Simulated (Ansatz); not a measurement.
Cost and result for the atomization energy of CHBS2 (`S=C1BS1`) (5 atoms, 5 bonds).

The species carries charge 0 and has multiplicity 1. The geometry is a stationary point of PBE0-D4/def2-TZVP. Program: Ansatz. All runs use 2 threads of an Arm Neoverse V1 on a shared host. Times are those of one run each, without the atoms' runs, and a repeat can differ threefold. Electronic energies, without spin–orbit coupling; frozen cores. CCSD(T)/CBS adds CCSD(T) − MP2 in def2-TZVPP to the MP2 limit, and its time is that of the two runs behind it. T1 = 0.020; the RHF reference is unstable towards UHF. B3LYP takes the VWN-RPA correlation (the form of Gaussian; ORCA's B3LYP/G).

CCSD(T)/CBS is a level of theory with its own doubt, some kJ/mol a heavy atom from the limit and from the frozen cores, so smaller differences don't rank the functionals.

```tsv
level	functions	wall time	atomization (kJ/mol)	difference from CCSD(T)/CBS	per bond
CCSD(T)/def2-SVP	69	1.7 s	1738.8	-115.9	-23.2
LDA (SPW92)/def2-TZVPP	160	1.9 s	2255.5	400.8	80.2
BHLYP-D4/def2-TZVPP	160	2.4 s	1768.7	-86.0	-17.2
B3LYP-D4/def2-TZVPP (with forces)	160	2.9 s	1872.3	17.6	3.5
PBE-D4/def2-TZVPP (with forces)	160	4 s	1994.9	140.2	28.0
r2SCANh-D4/def2-TZVPP	160	4.1 s	1896.6	41.9	8.4
r2SCAN-D4/def2-TZVPP (with forces)	160	4.2 s	1923.9	69.2	13.8
PBE-QIDH/def2-TZVPP	160	4.4 s	1879.6	24.9	5.0
ωB97X-V/def2-TZVPP	160	6.5 s	1870.0	15.3	3.1
ωB97M-V/def2-TZVPP (with forces)	160	9 s	1886.4	31.7	6.3
CCSD(T)/def2-TZVPP	160	13 s	1791.7	-63.0	-12.6
MP2/def2-QZVPP	284	16 s	1923.0	68.3	13.7
CCSD(T)/CBS(def2)	–	28 s	1854.7	0.0	0.0
```

From r2SCAN to r2SCAN0 (25 % exact exchange), in def2-TZVPP and without D4, the atomization energy moves by −67.4 kJ/mol: exact exchange takes away binding that semilocal exchange gives to molecules. In def2-TZVPP, CCSD(T) changes the Hartree–Fock value by +562.1 kJ/mol (the triples alone add +69.4 kJ/mol) and MP2 by +656.8 kJ/mol; breaking electron pairs costs correlation energy, which Hartree–Fock lacks. At CCSD(T), def2-SVP lies −115.9 kJ/mol from the extrapolated value and def2-TZVPP −63.0 kJ/mol: correlation converges slowly with the basis, and small sets miss more of it in the bonded molecule than in its fragments.
